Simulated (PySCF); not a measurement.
Species: C₅H₁₂N₂Si.
Cartesian coordinates in Å at the PBE0-D3(BJ)/def2-SVP level; atoms count from 1:
```xyz
20
C5H12N2Si angstrom
C     -2.0527   -1.2776   -0.6876
Si    -1.1247    0.3319   -0.9360
C     -1.9751    1.7933   -0.1468
N      0.4488    0.1298   -0.1696
C      1.2796   -1.0797   -0.1461
C      2.5767   -0.5869    0.5098
C      2.3992    0.9028    0.3728
N      1.2154    1.2384    0.0228
H     -3.0564   -1.2120   -1.1363
H     -1.5344   -2.1257   -1.1617
H     -2.1718   -1.5002    0.3844
H     -0.9756    0.5725   -2.4125
H     -2.1982    1.5881    0.9115
H     -2.9172    2.0305   -0.6653
H     -1.3174    2.6739   -0.1926
H      1.4723   -1.4449   -1.1739
H      0.7893   -1.8914    0.4110
H      3.4826   -0.9707    0.0175
H      2.6447   -0.8681    1.5767
H      3.1456    1.6648    0.6058
```

Level: wB97X-D/def2-SVPD in PySCF, non-relativistic, on one gas-phase PBE0-D3(BJ)/def2-SVP geometry that isn't relaxed in the solvent. The solvent is an IEF-PCM continuum (van der Waals radii × 1.2), and excitations are vertical TDDFT with non-equilibrium linear response and a frozen core. The model holds no explicit solvent molecules, cavitation or dispersion.

Gas-phase singlets (H = HOMO, L = LUMO):

```tsv
state	E (eV)	λ (nm)	f	leading configurations
S1	5.365	231	0.209	H→L 95%
S2	5.934	209	0.007	H→L+1 64%, H→L+2 27%
S3	6.323	196	0.004	H-1→L 93%
S4	6.638	187	0.020	H→L+3 43%, H→L+2 35%
S5	6.761	183	0.035	H→L+4 28%, H→L+3 26%
```

How does the list change in acetone (ε = 20.49)?

| state | E (eV) | λ (nm) | f | leading configurations | change by rank (eV) |
| --- | --- | --- | --- | --- | --- |
| S1 | 5.251 | 236 | 0.251 | H→L 97% | -0.114 |
| S2 | 6.027 | 206 | 0.010 | H→L+1 62%, H→L+2 29% | +0.093 |
| S3 | 6.433 | 193 | 0.004 | H-1→L 94% | +0.110 |
| S4 | 6.752 | 184 | 0.028 | H→L+3 58%, H→L+2 24% | +0.114 |
| S5 | 6.860 | 181 | 0.044 | H→L+2 25%, H→L+1 20% | +0.099 |

The ground-state energy changes by -0.189 eV from gas to acetone. By how much does the total energy of gas-phase S1 change?

E(S1) = E(S0) + excitation energy, so it changes by -0.189 − 0.114 = -0.303 eV: it is lowered more than the ground state, which is what a red shift means. This is the vertical state, with the slow part of the continuum still set for S0.

How do the frontier levels move from gas to acetone?

```json
{"orbital": "LUMO+2", "gas (eV)": "2.66", "solvent (eV)": "2.80", "change (eV)": "+0.14", "Löwdin shares, gas": "C6 14 %, C7 13 %, H18 11 %, C1 10 %", "Löwdin shares, solvent": "C7 16 %, C1 12 %, Si2 9 %, C6 8 %"}
{"orbital": "LUMO+1", "gas (eV)": "2.28", "solvent (eV)": "2.42", "change (eV)": "+0.14", "Löwdin shares, gas": "Si2 14 %, C1 13 %, C5 10 %, H17 8 %", "Löwdin shares, solvent": "Si2 19 %, C1 10 %, C7 9 %, C3 7 %"}
{"orbital": "LUMO", "gas (eV)": "2.04", "solvent (eV)": "1.96", "change (eV)": "-0.08", "Löwdin shares, gas": "N8 34 %, C7 28 %, C6 8 %, N4 7 %", "Löwdin shares, solvent": "N8 34 %, C7 30 %, C6 7 %, N4 7 %"}
{"orbital": "HOMO", "gas (eV)": "-7.67", "solvent (eV)": "-7.71", "change (eV)": "-0.04", "Löwdin shares, gas": "N4 39 %, C7 19 %, N8 14 %, C5 5 %", "Löwdin shares, solvent": "N4 40 %, C7 18 %, N8 14 %, C5 5 %"}
{"orbital": "HOMO-1", "gas (eV)": "-9.89", "solvent (eV)": "-10.10", "change (eV)": "-0.21", "Löwdin shares, gas": "N8 59 %, C7 11 %, N4 10 %, C6 7 %", "Löwdin shares, solvent": "N8 57 %, C7 11 %, N4 10 %, C6 8 %"}
{"orbital": "HOMO-2", "gas (eV)": "-10.63", "solvent (eV)": "-10.61", "change (eV)": "+0.02", "Löwdin shares, gas": "C3 36 %, Si2 24 %, H12 10 %, C1 7 %", "Löwdin shares, solvent": "C1 31 %, C3 22 %, Si2 22 %, H10 5 %"}
{"orbital": "HOMO-3", "gas (eV)": "-10.67", "solvent (eV)": "-10.69", "change (eV)": "-0.02", "Löwdin shares, gas": "C1 33 %, Si2 25 %, H12 15 %, C3 5 %", "Löwdin shares, solvent": "Si2 26 %, H12 22 %, C3 19 %, C1 10 %"}
```

The HOMO–LUMO gap goes from 9.71 to 9.66 eV. Rows go by rank; for HOMO-3, HOMO-2, LUMO and LUMO+1 the atom shares or the degeneracy differ between the runs, so the row needn't follow one orbital.

The pairwise dispersion term of wB97X-D wasn't added to the energies; at a given geometry it leaves orbitals and properties as they are.
